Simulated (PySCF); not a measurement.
Worked example: chemical shift, span and skew from a shielding tensor

4,4-dichlorobut-1-yne (C4H4Cl2), SMILES C#CCC(Cl)Cl. Atoms are numbered in the order given.

```xyz
10

C     -2.0076    -0.0114     2.5013
C     -1.2822    -0.4611     1.6434
C     -0.3876    -0.9914     0.6188
C      0.5141     0.0790    -0.0001
Cl     1.6970    -0.7004    -1.1070
Cl    -0.4479     1.3212    -0.8615
H     -2.6576     0.3858     3.2579
H      0.2677    -1.7647     1.0534
H     -0.9603    -1.4725    -0.1911
H      1.0965     0.6075     0.7626
```
Charge 0, spin multiplicity 1.

Coordinates come from a B3LYP-D3(BJ)/def2-SVP optimisation. One conformer was computed; it need not be the lowest.

GIAO shieldings from PBE/pcSseg-1 (PySCF), non-relativistic, no solvent. The symmetric part of the tensor of C2 has the principal values 4.1, 5.6, 290.9 ppm. The same nucleus in TMS has σ = 182.0 ppm at this level (PySCF, at its B3LYP-D3(BJ)/def2-TZVP geometry). Without spin–orbit terms, shifts of atoms bonded to Cl or Br come out too high.

Question: Work out the isotropic shielding, the ¹³C shift against TMS, the span and the skew.

Answer: 
σ(iso) = (σ11 + σ22 + σ33)/3 = 100.2 ppm. δ = σ(ref) − σ(iso) = 182.0 − (100.2) = 81.8 ppm.
Span Ω = σ33 − σ11 = 286.8 ppm. Skew κ = 3(σ(iso) − σ22)/Ω = 0.99, an axial tensor. Tumbling in solution averages the tensor to δ; in a static solid the shielding alone would spread this spin-1/2 line over Ω.
